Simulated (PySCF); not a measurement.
Spin-rotation constants: `CC[SiH2]O[SiH2][SiH2]F`, C2H11FOSi3

Geometry:
```tsv
atom	x (Å)	y (Å)	z (Å)
C1	-3.456	0.146	-0.318
C2	-2.010	-0.070	0.116
Si3	-0.764	0.226	-1.285
O4	0.752	0.004	-0.746
Si5	1.913	-0.760	0.096
Si6	3.807	0.438	-0.381
F7	5.022	-0.344	0.356
H8	-3.601	1.166	-0.669
H9	-3.719	-0.529	-1.129
H10	-4.143	-0.029	0.508
H11	-1.788	0.595	0.954
H12	-1.902	-1.087	0.499
H13	-0.968	-0.720	-2.383
H14	-0.751	1.618	-1.733
H15	1.904	-2.166	-0.338
H16	1.493	-0.766	1.507
H17	4.273	0.495	-1.769
H18	3.930	1.788	0.173
```

Method used: GIAO B3LYP/pcSseg-1 magnetisability, rotational g tensor and spin-rotation constants, non-relativistic, gas phase (PySCF 2.14.0). Geometry: GFN2-xTB.

Question: Give the nuclear spin-rotation constants along the inertial axes (H = +C I·J) beside the isotropic shieldings.

Answer: Rotational constants 5.4918, 0.4471, 0.4305 GHz. A star marks the isotopologue with that one atom substituted, in its own axes.
```
atom  isotope  Caa (kHz)  Cbb (kHz)  Ccc (kHz)  mean (kHz)  σ (ppm)
  F7      19F      2.114      0.144     -0.004       0.751    431.9
  H8       1H     -0.564     -0.014     -0.032      -0.203     31.1
  H9       1H     -0.519     -0.050     -0.001      -0.190     31.0
 H10       1H     -0.378     -0.015     -0.041      -0.144     30.4
 H11       1H     -0.585     -0.047      0.002      -0.210     30.8
 H12       1H     -0.607     -0.005     -0.036      -0.216     30.8
 H13       1H     -0.469     -0.038      0.019      -0.163     27.0
 H14       1H     -0.503      0.003     -0.018      -0.173     27.0
 H15       1H     -0.484     -0.034      0.019      -0.166     26.4
 H16       1H     -0.447      0.002     -0.019      -0.155     26.4
 H17       1H     -0.435      0.003     -0.021      -0.151     26.3
 H18       1H     -0.482     -0.037      0.022      -0.166     26.3
  C1     13C*      0.728      0.059      0.055       0.281    175.1
  C2     13C*      0.743      0.064      0.060       0.289    170.4
 Si3    29Si*     -3.154     -0.282     -0.286      -1.241    356.5
  O4     17O*     -0.573     -0.025     -0.004      -0.201    328.6
 Si5    29Si*     -2.957     -0.274     -0.276      -1.169    379.1
 Si6    29Si*     -3.163     -0.291     -0.301      -1.252    340.4
```
For the geometry as given, no vibrational averaging.

Question: How do the rotational constants and the g tensor change when H8, H9, H10, H11, H12, H13, H14, H15, H16, H17, H18 are replaced by deuterium?

Answer: Constants 4.0770, 0.4012, 0.3863 GHz; g -0.0558, -0.0091, -0.0100, against -0.0746, -0.0100, -0.0111 before.
